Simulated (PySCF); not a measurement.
Species: CH3NOSi.
Geometry (PBE0-D3(BJ)/def2-SVP, Å), atoms numbered from 1 in this order:
```
atom  x, y, z in Å
N1     2.521   -0.692    0.141
C2     1.450   -0.261    0.031
Si3   -0.287    0.407   -0.116
O4    -1.340   -0.828   -0.416
H5    -0.327    1.317   -1.282
H6    -0.548    1.113    1.168
H7    -1.391   -1.554    0.214
```

All values: PBE0/def2-SVPD (PySCF, non-relativistic), on one gas-phase PBE0-D3(BJ)/def2-SVP geometry that isn't relaxed in the solvent. The solvent is an IEF-PCM continuum (cavity from Bondi-type radii × 1.2), and excitations are vertical TDDFT with non-equilibrium linear response and a frozen core. The model holds no explicit solvent molecules, cavitation or dispersion.

| run | E − E(gas) (kcal/mol) | HOMO (eV) | HOMO–LUMO gap (eV) | dipole (D) | lowest singlet (eV) | static polarisability (au) |
| --- | --- | --- | --- | --- | --- | --- |
| gas | 0.00 | -9.64 | 8.40 | 3.05 | 6.67 | 44.8 |
| P | -6.97 | -9.39 | 8.32 | 3.84 | 6.71 | 56.6 |
| Q | -7.29 | -9.38 | 8.31 | 3.87 | 6.71 | 57.2 |

Task: The runs were made in acetone and dimethylsulfoxide. Which run belongs to which solvent?

Result: P = acetone, Q = dimethylsulfoxide. The dielectric constants are 20.49 (acetone), 46.83 (dimethylsulfoxide), and the energy falls further as ε rises. The optical constants n² used for the excitations are 1.85, 2.19 in the same order. In this model the ground state sees the solvent through ε alone.

Task: How constant is the ratio of the lowering to (ε − 1)/(2ε + 1)?

Result: 
```csv
solvent,(ε − 1)/(2ε + 1),E − E(gas) (kcal/mol),ratio (kcal/mol),polarisation term (kcal/mol)
acetone,0.464,-6.97,-15.0,-8.17
dimethylsulfoxide,0.484,-7.29,-15.1,-8.61
```

The ratio changes by +0.4 % in size from acetone to dimethylsulfoxide. The polarisation term is half the interaction of the solute with the induced surface charges.

Rough CPU time on one thread of a shared machine: about 12 s. This is the whole response run at PBE0/def2-SVPD in dimethylsulfoxide, SCF included.
